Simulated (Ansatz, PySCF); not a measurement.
Internal rotation in SMILES C=Cc1ccc(C=O)s1. Scanned: dihedral S9–C6–C7–O8; all other coordinates were relaxed at B3LYP-D3(BJ)/def2-SVP. Points at φ and −φ are mirror images. Heavy atoms are numbered in the order of the SMILES C=Cc1ccc(C=O)s1, hydrogens after them in the order of the atoms that carry them; the mirror image has the same energies with the sign of each dihedral reversed.

- MP2/cc-pVDZ = MP2 on RHF/cc-pVDZ, frozen core // B3LYP-D3(BJ)/def2-SVP run with Ansatz (a program for electronic structure)
- RMP2/6-31G* = restricted MP2 (frozen core)/6-31G*, spherical d // B3LYP-D3(BJ)/def2-SVP in PySCF
- CCSD(T)/cc-pVDZ = Ansatz with CCSD(T) on RHF/cc-pVDZ, frozen core // B3LYP-D3(BJ)/def2-SVP

Energies relative to the lowest point of each profile, in eV:

```json
[
 {"φ / °": "-165", "MP2/cc-pVDZ": "0.045", "RMP2/6-31G*": "0.064"},
 {"φ / °": "-135", "MP2/cc-pVDZ": "0.202", "RMP2/6-31G*": "0.216"},
 {"φ / °": "-105", "MP2/cc-pVDZ": "0.411", "RMP2/6-31G*": "0.415"},
 {"φ / °": "-75", "MP2/cc-pVDZ": "0.413", "RMP2/6-31G*": "0.411"},
 {"φ / °": "-45", "MP2/cc-pVDZ": "0.194", "RMP2/6-31G*": "0.190"},
 {"φ / °": "-15", "MP2/cc-pVDZ": "0.000", "RMP2/6-31G*": "0.000"},
 {"φ / °": "15", "MP2/cc-pVDZ": "0.000", "RMP2/6-31G*": "0.000"},
 {"φ / °": "45", "MP2/cc-pVDZ": "0.194", "RMP2/6-31G*": "0.190"},
 {"φ / °": "75", "MP2/cc-pVDZ": "0.413", "RMP2/6-31G*": "0.411"},
 {"φ / °": "105", "MP2/cc-pVDZ": "0.411", "RMP2/6-31G*": "0.415"},
 {"φ / °": "135", "MP2/cc-pVDZ": "0.202", "RMP2/6-31G*": "0.216"},
 {"φ / °": "165", "MP2/cc-pVDZ": "0.045", "RMP2/6-31G*": "0.064"}
]
```

Question: Predict the corresponding CCSD(T)/cc-pVDZ column.

Answer: -165: 0.040; -135: 0.189; -105: 0.374; -75: 0.379; -45: 0.183; -15: 0.000; 15: 0.000; 45: 0.183; 75: 0.379; 105: 0.374; 135: 0.189; 165: 0.040 (eV).
